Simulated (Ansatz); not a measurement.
A calculation with Ansatz (development build ahead of 0.2.0).

```yaml
crystal:
  periodic: [false, false, false]
  atoms:
    - { symbol: Sc, position_ang: [0.0, 0.0, 0.0] }
    - { symbol: O, position_ang: [0.0, 0.0, 2.28] }
    - { symbol: H, position_ang: [0.775, 0.0, 2.86] }
    - { symbol: H, position_ang: [-0.775, 0.0, 2.86] }
basis:
  gaussian: { orbitals: pcseg-2 }
total_charge: 1
magnetization:
  spin_polarized: true
  initial_magnetization: 2
hamiltonian:
  xc: { name: wB97X }
```

The input is written out in the form of the current development build from the run's settings.

Results

```json
{
  "Converged": "yes",
  "Total energy": "-836.88355 hartree",
  "Spin squared of the determinant": "2.001",
  "Stability test": "minimum"
}
```

Caution: other spin multiplicities may lie lower.
